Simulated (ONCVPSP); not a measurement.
# An all-electron radial function and its pseudo partner (Ga (Z = 31))

Columns: radius, all-electron u(r) and pseudo u(r) of the 4p shell (level -2.74 eV) of gallium in the configuration [Ar] 3d10 4s2 4p1; LDA (Perdew-Zunger), scalar-relativistic, ONCV scheme, ONCVPSP 4.0.1.

```csv
r (bohr),all-electron,pseudo
0.130,0.1217,0.0043
0.260,-0.0385,0.0172
0.390,-0.1805,0.0382
0.520,-0.2093,0.0666
0.650,-0.1579,0.1015
0.780,-0.0688,0.1416
0.910,0.0316,0.1856
1.040,0.1294,0.2319
1.170,0.2182,0.2793
1.300,0.2956,0.3262
1.430,0.3610,0.3713
1.560,0.4151,0.4132
1.690,0.4589,0.4508
1.820,0.4934,0.4834
1.950,0.5198,0.5105
2.080,0.5390,0.5321
2.210,0.5522,0.5481
2.340,0.5600,0.5584
2.470,0.5634,0.5631
2.600,0.5630,0.5630
2.730,0.5594,0.5594
2.860,0.5532,0.5532
2.990,0.5447,0.5447
3.120,0.5344,0.5344
3.250,0.5226,0.5226
3.380,0.5097,0.5097
```

Question: How many radial nodes do the two functions have?

Answer: The all-electron 4p function has n − l − 1 = 2; the pseudo-wave has 0, since the states of the same l below it are removed with the core.

Question: At about which radius was the pseudo-wave matched?

Answer: 2.60 bohr, where the columns begin to agree (steps of 0.13 bohr).

Question: Where does each function peak?

Answer: Outermost all-electron maximum near 2.47 bohr, pseudo maximum near 2.47 bohr (to the table’s step).

Question: Is the pseudo-wave norm-conserving?

Answer: Yes: the ONCV scheme keeps the norm inside the radius equal to the all-electron one, which fixes the energy derivative of the logarithmic derivative at the level.
